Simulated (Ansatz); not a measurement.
Start from `[F][Al]([Cl])[Br]` and change one atom or group to get `C[SiH2][Al]([F])[Cl]`.

Ansatz, PBE0-D4/def2-TZVP geometries, multiplicity 1. Each molecule was computed in one conformer, which needn't be the lowest.

Scalar relativity is left out up to krypton.

```json
{"property": "HOMO–LUMO gap (ωB97M-V/def2-TZVPP) / eV", "`[F][Al]([Cl])[Br]`": "11.64"}
{"property": "HOMO–LUMO gap (PBE/def2-TZVPP) / eV", "`[F][Al]([Cl])[Br]`": "5.52"}
{"property": "HOMO–LUMO gap (B3LYP/def2-TZVPP) / eV", "`[F][Al]([Cl])[Br]`": "7.12"}
{"property": "LUMO energy (ωB97M-V/def2-TZVPP) / eV", "`[F][Al]([Cl])[Br]`": "0.32"}
{"property": "HOMO–LUMO gap (PBE0/def2-TZVPP) / eV", "`[F][Al]([Cl])[Br]`": "7.71"}
{"property": "LUMO energy (PBE/def2-TZVPP) / eV", "`[F][Al]([Cl])[Br]`": "-2.25"}
```

(1) What does the change do to each property? (An estimate is asked.)

## Answers

(1) Ansatz gave: 
```csv
property,`C[SiH2][Al]([F])[Cl]`,shift
HOMO–LUMO gap (ωB97M-V/def2-TZVPP) / eV,10.31,-1.33
HOMO–LUMO gap (PBE/def2-TZVPP) / eV,4.75,-0.77
HOMO–LUMO gap (B3LYP/def2-TZVPP) / eV,6.25,-0.87
LUMO energy (ωB97M-V/def2-TZVPP) / eV,0.22,-0.10
HOMO–LUMO gap (PBE0/def2-TZVPP) / eV,6.62,-1.09
LUMO energy (PBE/def2-TZVPP) / eV,-2.21,0.04
```

With PBE0 the HOMO rises by 1.01 eV and the LUMO falls by 0.08 eV, so the gap narrows by about 1.09 eV. PBE moves the HOMO by 0.81 eV and ωB97M-V by 1.22 eV.

B3LYP here is the variant with VWN-RPA as its local correlation; programs differ in this.

Spin–orbit coupling is left out; it splits and shifts lone-pair levels of the heavy atoms by tenths of an eV.
